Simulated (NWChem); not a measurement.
Program: NWChem. System: BeO, charge 0, spin multiplicity 1, at a geometry optimised with PBE/def2-SVP. The structure started from a generated list of species. Level: MP2/cc-pVTZ, 2 core orbitals frozen.

The NWChem input:

```
start mol
memory heap 200 mb stack 900 mb global 1100 mb
geometry units angstroms nocenter noautoz
  Be     0.000000     0.000000     0.906253
  O      0.000000     0.000000    -0.453126
  symmetry group C2v
end
basis spherical
  * library cc-pvtz
end
scf
  rhf
  nopen 0
  maxiter 100
  thresh 1e-7
  semidirect memsize 60000000 filesize 0
end
mp2
  freeze core 2
end
task mp2 energy
```

Part of the output:

```
             Northwest Computational Chemistry Package (NWChem) 7.3.0
             --------------------------------------------------------

                                NWChem Input Module
                                -------------------

 Scaling coordinates for geometry "geometry" by  1.889725989
 (inverse scale =  0.529177249)

 Turning off AUTOSYM since
 SYMMETRY directive was detected!

                             Geometry "geometry" -> ""
                             -------------------------

 Output coordinates in angstroms (scale by  1.889725989 to convert to a.u.)

  No.       Tag          Charge          X              Y              Z
 ---- ---------------- ---------- -------------- -------------- --------------
    1 Be                   4.0000     0.00000000     0.00000000     0.90625300
    2 O                    8.0000     0.00000000     0.00000000    -0.45312600

 Effective nuclear repulsion energy (a.u.)      12.4569174366

            Nuclear Dipole moment (a.u.)
            ----------------------------
        X                 Y               Z
 ---------------- ---------------- ----------------
     0.0000000000     0.0000000000     0.0000075589

      Symmetry information
      --------------------

 Group name             C2v
 Group number             16
 Group order               4
 No. of unique centers     2

      Symmetry unique atoms

     1    2


 Summary of "ao basis" -> "" (spherical)
 ------------------------------------------------------------------------------
       Tag                 Description            Shells   Functions and Types
 ---------------- ------------------------------  ------  ---------------------
 *                          cc-pvtz                   on all atoms

 Summary of "ao basis" -> "ao basis" (spherical)
 ------------------------------------------------------------------------------
       Tag                 Description            Shells   Functions and Types
 ---------------- ------------------------------  ------  ---------------------
 Be                         cc-pvtz                 10       30   4s3p2d1f
 O                          cc-pvtz                 10       30   4s3p2d1f

                                 NWChem SCF Module
                                 -----------------

  ao basis        = "ao basis"
  functions       =    60
  atoms           =     2
  closed shells   =     6
  open shells     =     0
  charge          =   0.00
  wavefunction    = RHF
  use symmetry    = T
  symmetry adapt  = T

 Summary of "ao basis" -> "ao basis" (spherical)
 ------------------------------------------------------------------------------
       Tag                 Description            Shells   Functions and Types
 ---------------- ------------------------------  ------  ---------------------
 Be                         cc-pvtz                 10       30   4s3p2d1f
 O                          cc-pvtz                 10       30   4s3p2d1f

      Symmetry analysis of basis
      --------------------------

        a1         26
        a2          6
        b1         14
        b2         14

 Forming initial guess at       0.0s

      Superposition of Atomic Density Guess
      -------------------------------------

 Sum of atomic energies:         -89.35354296

      Non-variational initial energy
      ------------------------------

 Total energy =     -89.351432
 1-e energy   =    -146.438408
 2-e energy   =      44.630058
 HOMO         =      -0.489339
 LUMO         =      -0.185137

      Symmetry analysis of molecular orbitals - initial
      -------------------------------------------------

 !! scf_movecs_sym_adapt:   40 vectors were symmetry contaminated

  Symmetry fudging

 !! scf_movecs_sym_adapt:   38 vectors were symmetry contaminated

  Numbering of irreducible representations:

     1 a1          2 a2          3 b1          4 b2

  Orbital symmetries:

     1 a1          2 a1          3 a1          4 a1          5 b1
     6 b2          7 a1          8 b1          9 b2         10 a1
    11 a1         12 b1         13 b2         14 a1         15 a1
    16 a2

 Starting SCF solution at       0.3s

 ----------------------------------------------
         Quadratically convergent ROHF

 Convergence threshold     :          1.000E-07
 Maximum no. of iterations :          100
 Final Fock-matrix accuracy:          1.000E-09
 ----------------------------------------------

              iter       energy          gnorm     gmax       time
             ----- ------------------- --------- --------- --------
                 1      -89.2604590172  1.67D+00  3.80D-01      0.3
                 2      -89.4181110016  3.10D-01  1.67D-01      0.3
                 3      -89.4189911004  3.37D-01  1.87D-01      0.3
                 4      -89.4348951037  2.26D-01  8.46D-02      0.3
                 5      -89.4397395598  2.97D-02  8.73D-03      0.4
                 6      -89.4398316588  5.70D-04  1.86D-04      0.4
                 7      -89.4398317292  5.60D-07  2.09D-07      0.4
                 8      -89.4398317292  2.68D-09  9.95D-10      0.4

       Final RHF  results
       ------------------

         Total SCF energy =    -89.439831729245
      One-electron energy =   -148.708978067623
      Two-electron energy =     46.812228901820
 Nuclear repulsion energy =     12.456917436558

        Time for solution =      0.1s

       Symmetry analysis of molecular orbitals - final
       -----------------------------------------------

  Numbering of irreducible representations:

     1 a1          2 a2          3 b1          4 b2

  Orbital symmetries:

     1 a1          2 a1          3 a1          4 a1          5 b1
     6 b2          7 a1          8 b1          9 b2         10 a1
    11 a1         12 b1         13 b2         14 a1         15 a1
    16 a2

             Final eigenvalues
             -----------------

              1
    1  -20.4587
    2   -4.7198
    3   -1.1447
    4   -0.4547
    5   -0.3822
    6   -0.3822
    7   -0.0623
    8    0.0898
    9    0.0898
   10    0.1317
   11    0.1799
   12    0.2545
   13    0.2545
   14    0.4203
   15    0.4506
   16    0.4506

                       ROHF Final Molecular Orbital Analysis
                       -------------------------------------

 Vector    4  Occ=2.000000D+00  E=-4.547371D-01  Symmetry=a1
              MO Center= -1.5D-16,  1.7D-16, -4.3D-01, r^2= 7.8D-01
   Bfn.  Coefficient  Atom+Function         Bfn.  Coefficient  Atom+Function
  ----- ------------  ---------------      ----- ------------  ---------------
    40      0.392530  2 O  pz                37      0.323499  2 O  pz
    34     -0.274624  2 O  s                  2      0.269519  1 Be s
    43      0.262670  2 O  pz                 7     -0.155392  1 Be pz

 Vector    5  Occ=2.000000D+00  E=-3.821560D-01  Symmetry=b1
              MO Center= -7.2D-17,  4.3D-32, -2.3D-01, r^2= 1.0D+00
   Bfn.  Coefficient  Atom+Function         Bfn.  Coefficient  Atom+Function
  ----- ------------  ---------------      ----- ------------  ---------------
    38      0.388013  2 O  px                41      0.317035  2 O  px
    35      0.307383  2 O  px                 8      0.157125  1 Be px

 Vector    6  Occ=2.000000D+00  E=-3.821560D-01  Symmetry=b2
              MO Center= -5.2D-32,  6.9D-17, -2.3D-01, r^2= 1.0D+00
   Bfn.  Coefficient  Atom+Function         Bfn.  Coefficient  Atom+Function
  ----- ------------  ---------------      ----- ------------  ---------------
    39      0.388013  2 O  py                42      0.317035  2 O  py
    36      0.307383  2 O  py                 9      0.157125  1 Be py

 Vector    7  Occ=0.000000D+00  E=-6.227096D-02  Symmetry=a1
              MO Center= -3.9D-16,  2.8D-16,  1.9D+00, r^2= 2.9D+00
   Bfn.  Coefficient  Atom+Function         Bfn.  Coefficient  Atom+Function
  ----- ------------  ---------------      ----- ------------  ---------------
     4      0.600969  1 Be s                 13      0.313289  1 Be pz
     2      0.263269  1 Be s                 10      0.159038  1 Be pz

 Vector    8  Occ=0.000000D+00  E= 8.979181D-02  Symmetry=b1
              MO Center=  4.9D-16, -7.4D-32,  1.1D+00, r^2= 6.6D+00
   Bfn.  Coefficient  Atom+Function         Bfn.  Coefficient  Atom+Function
  ----- ------------  ---------------      ----- ------------  ---------------
    11      0.983076  1 Be px                41     -0.238983  2 O  px
    22     -0.177545  1 Be d  1

 Vector    9  Occ=0.000000D+00  E= 8.979181D-02  Symmetry=b2
              MO Center=  1.3D-31, -3.7D-16,  1.1D+00, r^2= 6.6D+00
   Bfn.  Coefficient  Atom+Function         Bfn.  Coefficient  Atom+Function
  ----- ------------  ---------------      ----- ------------  ---------------
    12      0.983076  1 Be py                42     -0.238983  2 O  py
    20      0.177545  1 Be d -1

 center of mass
 --------------
 x =   0.00000000 y =   0.00000000 z =   0.06949239

 moments of inertia (a.u.)
 ------------------
          38.038841837114           0.000000000000           0.000000000000
           0.000000000000          38.038841837114           0.000000000000
           0.000000000000           0.000000000000           0.000000000000

  Mulliken analysis of the total density
  --------------------------------------

    Atom       Charge   Shell Charges
 -----------   ------   -------------------------------------------------------
    1 Be   4     3.52   1.97  0.27  0.15 -0.03  0.42  0.46  0.15  0.07  0.06  0.02
    2 O    8     8.48   1.95  1.02  0.24  0.53  1.21  2.07  1.45  0.00  0.01  0.00

       Multipole analysis of the density wrt the origin
       ------------------------------------------------

     L   x y z        total         open         nuclear
     -   - - -        -----         ----         -------
     0   0 0 0     -0.000000      0.000000     12.000000

     1   1 0 0      0.000000      0.000000      0.000000
     1   0 1 0     -0.000000      0.000000      0.000000
     1   0 0 1      2.903527      0.000000      0.000008

     2   2 0 0     -7.631390      0.000000      0.000000
     2   1 1 0      0.000000      0.000000      0.000000
     2   1 0 1     -0.000000      0.000000      0.000000
     2   0 2 0     -7.631390      0.000000      0.000000
     2   0 1 1      0.000000      0.000000      0.000000
     2   0 0 2     -2.049020      0.000000     17.597360

                   NWChem MP2 Semi-direct Energy/Gradient Module
                   ---------------------------------------------

  Basis functions       =     60
  Molecular orbitals    =     60
  Frozen core           =      2
  Frozen virtuals       =      0
  Active alpha occupied =      4
  Active beta occupied  =      4
  Active alpha virtual  =     54
  Active beta virtual   =     54
  Use MO symmetry       = T
  Use skeleton AO sym   = T

  AO/Fock/Back tols     =   1.0D-09  1.0D-09  1.0D-09

 GA uses MA = F    GA memory limited = T

 Available:
  local mem=  1.26D+08
 global mem=  1.44D+08
 local disk=  0.00D+00
  mp2_memr nvloc                    54
  nvloc new                    54
   1 passes of   4:        4194304                      18139                   1350181.
   1 passes of   4: M    126153744           G      144172000           F     121959440.

 Semi-direct pass number   1 of   1  for RHF alpha+beta  at        0.5s
  vrange nnbf                  1830
  mp2_eaftype                    10  avail_ma_in_mb                  1099
 EAF : mp2_eaftype filesize          10     675090.
  mp2_eaf for mointskh                     10
Node 0 wrote      3.2 Mb in      0.0 s     Agg I/O rate:  2483.1 Mb/s
 Done moints_semi at        1.1s
  mp2_eaftype                    10  avail_ma_in_mb                  1089
 EAF : mp2_eaftype filesize          10     675090.
  mp2_eaf for kh                    10
 Done maket at        1.1s
 Done multipass loop at        1.1s

          -------------------------------------------
          SCF energy                 -89.439831729245
          Correlation energy          -0.302554538653
          Singlet pairs               -0.182504511353
          Triplet pairs               -0.120050027300
          Total MP2 energy           -89.742386267899
          -------------------------------------------

          ---------------------------------------------------
                    Spin Component Scaled (SCS) MP2
          Same spin pairs                     -0.080033351533
          Same spin scaling factor             0.333333333333
          Opposite spin pairs                 -0.222521187120
          Opposite spin scaling fact.          1.200000000000
          SCS-MP2 correlation energy          -0.293703208388
          Total SCS-MP2 energy               -89.733534937634
          ---------------------------------------------------

 -----------------------
 Performance information
 -----------------------

 Timer overhead =  2.03D-07 seconds/call

               Nr. of calls         CPU time (s)                 Wall time (s)                GFlops
             ---------------    -------------------     ------------------------------   -------------------
Name         Min   Avg   Max    Min     Avg     Max     Min     Avg     Max   Mx/calls   Min     Max     Sum
mp2: moin     1     1     1   0.58    0.58    0.58     0.58    0.58    0.58    0.58      0.0     0.0     0.0
mp2: make     1     1     1   1.83E-2 1.83E-2 1.83E-2  1.83E-2 1.83E-2 1.83E-2 1.83E-2   0.0     0.0     0.0
mp2: tota     1     1     1   0.63    0.63    0.63     0.63    0.63    0.63    0.63      0.0     0.0     0.0

 The average no. of pstat calls per process was 3.00D+00
 with a timing overhead of 6.09D-07s

 Task  times  cpu:        1.1s     wall:        1.1s

 Total times  cpu:        1.1s     wall:        1.1s
```
